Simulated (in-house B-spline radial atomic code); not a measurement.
Ionisation energies along the 1-electron series, configuration 1s1, as differences of self-consistent energies. NIST's values go from ground level to ground level; the uncertainty of those that are theory runs from under 0.1 % in few-electron ions to several per cent in heavy many-electron ones. Computed with a B-spline radial code for spherical atoms: non-relativistic Hartree-Fock, average of the configuration, point nuclei.

This level leaves out relativity, spin-orbit splitting included, which matters for heavy ions.

| ion | configuration after | ionisation energy (eV) | IE/(q+1)² (eV) | -ε less Coulomb ΔSCF (eV) | tabulated value (eV) | computed minus tabulated (eV) |
| --- | --- | --- | --- | --- | --- | --- |
| Tb64+ | bare | 57484.1 | 13.606 | 8.4356e-08 | 61050.1 | -3566 |
| Dy65+ | bare | 59266.4 | 13.606 | 8.7078e-08 | 63073.23 | -3807 |
| Ho66+ | bare | 61076.0 | 13.606 | 8.98e-08 | 65137.13 | -4061 |
| Er67+ | bare | ? | ? | ? | ? | ? |
| Tm68+ | bare | 64776.7 | 13.606 | 9.5245e-08 | 69387.45 | -4611 |
| Yb69+ | bare | 66667.9 | 13.606 | 9.7955e-08 | 71574.63 | -4907 |
| Lu70+ | bare | 68586.3 | 13.606 | 1.034e-07 | 73804.35 | -5218 |
| Hf71+ | bare | ? | ? | ? | ? | ? |
| Ta72+ | bare | 72504.7 | 13.606 | 1.0884e-07 | 78394.63 | -5890 |
| W73+ | bare | 74504.8 | 13.606 | 1.1157e-07 | 80755.91 | -6251 |
| Re74+ | bare | 76532.0 | 13.606 | 1.1429e-07 | 83162.41 | -6630 |
| Os75+ | bare | 78586.5 | 13.606 | 1.1701e-07 | 85614.42 | -7028 |
| Ir76+ | bare | 80668.2 | 13.606 | 1.1973e-07 | 88113.6 | -7445 |
| Pt77+ | bare | 82777.0 | 13.606 | 1.2246e-07 | 90659.84 | -7883 |
| Au78+ | bare | ? | ? | ? | ? | ? |
| Hg79+ | bare | 87076.4 | 13.606 | 1.3061e-07 | 95898.19 | -8822 |

Problem. Fill in the row of Er67+.

Solution. ionisation energy (eV): 62912.7; IE/(q+1)² (eV): 13.606; -ε less Coulomb ΔSCF (eV): 9.2523e-08; tabulated value (eV): 67241.48; computed minus tabulated (eV): -4329.

Problem. Fill in the row of Hf71+.

Solution. ionisation energy (eV): 70531.9; IE/(q+1)² (eV): 13.606; -ε less Coulomb ΔSCF (eV): 1.0612e-07; tabulated value (eV): 76077.7; computed minus tabulated (eV): -5546.

Problem. Fill in the row of Au78+.

Solution. ionisation energy (eV): 84913.1; IE/(q+1)² (eV): 13.606; -ε less Coulomb ΔSCF (eV): 1.2789e-07; tabulated value (eV): 93254.62; computed minus tabulated (eV): -8341.
